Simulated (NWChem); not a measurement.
System: SiHF, singlet; SMILES F[SiH]

Parts of the log:

```
             Northwest Computational Chemistry Package (NWChem) 7.3.0
             --------------------------------------------------------

 CS  symmetry detected

                             Geometry "geometry" -> ""
                             -------------------------

 Output coordinates in angstroms (scale by  1.889725989 to convert to a.u.)

  No.       Tag          Charge          X              Y              Z
 ---- ---------------- ---------- -------------- -------------- --------------
    1 Si                  14.0000     0.09210610     0.60843311     0.00000000
    2 H                    1.0000    -1.45179867     0.86708176     0.00000000
    3 F                    9.0000     0.01803481    -1.04279393     0.00000000

 Effective nuclear repulsion energy (a.u.)      47.0480779791

      Symmetry information
      --------------------

 Group name             Cs
 Group number              2
 Group order               2
 No. of unique centers     3

                                 NWChem DFT Module
                                 -----------------

 Summary of "ao basis" -> "ao basis" (spherical)
 ------------------------------------------------------------------------------
       Tag                 Description            Shells   Functions and Types
 ---------------- ------------------------------  ------  ---------------------
 Si                       aug-cc-pvdz               11       27   5s4p2d
 H                        aug-cc-pvdz                5        9   3s2p
 F                        aug-cc-pvdz                9       23   4s3p2d

      Symmetry analysis of basis
      --------------------------

        a'         42
        a"         17

            General Information
            -------------------
          SCF calculation type: DFT
          Wavefunction type:  closed shell.
          No. of atoms     :     3
          No. of electrons :    24
           Alpha electrons :    12
            Beta electrons :    12
          Charge           :     0
          Spin multiplicity:     1
          Use of symmetry is: off; symmetry adaption is: on
          Maximum number of iterations: 150
          AO basis - number of functions:    59
                     number of shells:    25
          Convergence on energy requested:  1.00D-06
          Convergence on density requested:  1.00D-05
          Convergence on gradient requested:  5.00D-04

              XC Information
              --------------
                     Hartree-Fock (Exact) Exchange  1.000
                   CAM-Becke88 Exchange Functional  1.000
                      VWN V Correlation Functional  0.190 local
              Lee-Yang-Parr Correlation Functional  0.810

[...]

                                NWChem TDDFT Module
                                -------------------

            General Information
            -------------------
           No. of orbitals :     118
            Alpha orbitals :      59
             Beta orbitals :      59
        Alpha frozen cores :       0
         Beta frozen cores :       0
     Alpha frozen virtuals :       0
      Beta frozen virtuals :       0
         Spin multiplicity :       1
    Number of AO functions :      59
        Use of symmetry is : off
      Symmetry adaption is : on
         Schwarz screening :  0.10D-07

              XC Information
              --------------
              Hartree-Fock (Exact) Exchange   1.00
            CAM-Becke88 Exchange Functional   1.00
               VWN V Correlation Functional   0.19 local
       Lee-Yang-Parr Correlation Functional   0.81
           Alpha           :  0.19
           Beta            :  0.46
           Gamma           :  0.33

             TDDFT Information
             -----------------
          Calculation type : TDDFT
         Wavefunction type : Restricted singlets
          No. of electrons :      24
           Alpha electrons :      12
            Beta electrons :      12
              No. of roots :       8
          Max subspacesize :    5600
            Max iterations :     100
               Target root :       1
           Target symmetry : none
      Symmetry restriction : off
                 Algorithm : Optimal
        Davidson threshold :  0.10D-03

    8 smallest eigenvalue differences (eV)
--------------------------------------------------------
  No. Spin  Occ  Vir  Irrep   E(Occ)    E(Vir)   E(Diff)
--------------------------------------------------------
    1    1   12   13 a"       -0.309    -0.065     6.652
    2    1   12   14 a'       -0.309     0.011     8.719
    3    1   12   15 a'       -0.309     0.025     9.104
    4    1   12   16 a'       -0.309     0.048     9.727
    5    1   12   17 a"       -0.309     0.058    10.001
    6    1   12   18 a'       -0.309     0.087    10.792
    7    1   12   19 a'       -0.309     0.096    11.042
    8    1   11   13 a"       -0.475    -0.065    11.153
--------------------------------------------------------

  Entering Davidson iterations
  Restricted singlet excited states

  Iter   NTrls   NConv    DeltaV     DeltaE      Time
  ----  ------  ------  ---------  ---------  ---------
    1      8       0     0.13E+00   0.10+100        4.8
    2     24       0     0.48E-01   0.13E-01        6.4
    3     40       0     0.72E-02   0.80E-03        6.4
    4     56       0     0.31E-02   0.81E-04        6.3
    5     72       3     0.19E-01   0.24E-02        6.4
    6     82       7     0.48E-02   0.36E-03        5.2
    7     84       7     0.85E-03   0.11E-04        3.6
    8     86       7     0.19E-03   0.26E-06        3.6
    9     88       8     0.89E-04   0.12E-07        3.6
  ----  ------  ------  ---------  ---------  ---------
  Convergence criterion met

  Ground state a'       -389.922609239416 a.u.

[...]
```

Level: CAM-B3LYP/aug-cc-pVDZ, full TDDFT. Low-valent species are run as closed-shell singlets; no triplet was tried in these runs. Geometry: optimised at PBE-D3(BJ)/def2-SVP.

Question: Reconstruct the input file.

Answer: This is not unique; one that fits is the input that was run:
```
start job
memory heap 200 mb stack 900 mb global 1100 mb
geometry units angstroms noautoz
  Si     0.100090     0.585904     0.000000
  H     -1.450034     0.804208     0.000000
  F      0.069099    -1.066693     0.000000
end
basis spherical
  * library aug-cc-pvdz
end
dft
  xc xcamb88 1.00 lyp 0.81 vwn_5 0.19 hfexch 1.00
  cam 0.33 cam_alpha 0.19 cam_beta 0.46
  iterations 150
end
tddft
  nroots 8
  notriplet
end
task tddft energy
```
